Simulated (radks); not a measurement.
Values are calculated unless marked as measured or tabulated.
Task: The mean radii <r> (bohr) of the occupied orbitals of an atom or ion are listed with their occupations. Code: a radial shooting solver on a logarithmic mesh with Libxc functionals. Model: scalar-relativistic Kohn-Sham, AM05, spin-polarised, spherical densities, point nucleus.

orbital  occ.      <r>
1s up       1  0.02364
1s down     1  0.02364
2s up       1   0.1010
2s down     1   0.1010
2p up       3  0.08883
2p down     3  0.08883
3s up       1   0.2666
3s down     1   0.2665
3p up       3   0.2648
3p down     3   0.2646
3d up       5   0.2419
3d down     5   0.2417
4s up       1   0.6078
4s down     1   0.6075
4p up       3   0.6437
4p down     3   0.6435
4d up       5   0.7077
4d down     5   0.7077
5s up       1    1.466
5s down     1    1.483
5p up       3    1.718
5p down     3    1.747
6s up       1    4.384
6s down     1    4.508
4f up       4    1.099

Name the element and its charge. Open shells, if any, are filled with parallel spins first.

Result: Z = 60, neodymium, charge 0: Nd in [Xe] 4f4 6s2. The 1s radius gives Z: for a bare nucleus <r> = (2 gamma + 1)/(2Z) with gamma = sqrt(1 - (Z/c)^2), 0.02332 bohr for Z = 60, and screening makes it slightly larger (0.02364 here). The occupations add up to 60, and the charge is Z minus that.
